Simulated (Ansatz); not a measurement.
`NC(=O)[SiH](F)Cl` + `N=C=O` → `O=C=N[SiH](F)Cl` + `NC=O`  (ligand exchange at the Si–C bond)

Calculated with Ansatz (gas phase, PBE0-D4/def2-TZVP geometries, no zero-point term in ΔE). CBS: MP2 limit from def2 TZ/QZ plus the TZ coupled-cluster correction, frozen cores. This one scheme is used for every species. DFT in def2-TZVPP. One conformer a species, not always the lowest.

CCSD(T)/CBS gives -1.21 eV.

Task: Another level gave -1.21 eV. Which?
A. SCS-MP2/def2-TZVPP
B. PBE-D4/def2-TZVPP
C. CCSD(T)/def2-TZVPP
D. PBE0/def2-TZVPP

Result: C. CCSD(T)/def2-TZVPP -1.21, SCS-MP2/def2-TZVPP -1.28, PBE-D4 -1.04, PBE0 -1.17 eV.

Largest T1 diagnostic among the species: 0.018.

In def2-TZVPP, CCSD(T) changes the Hartree–Fock value by +0.28 eV (the triples alone add +0.05 eV) and MP2 by +0.23 eV. From PBE to PBE0 (25 % exact exchange), in def2-TZVPP and without D4, ΔE moves by −0.12 eV.
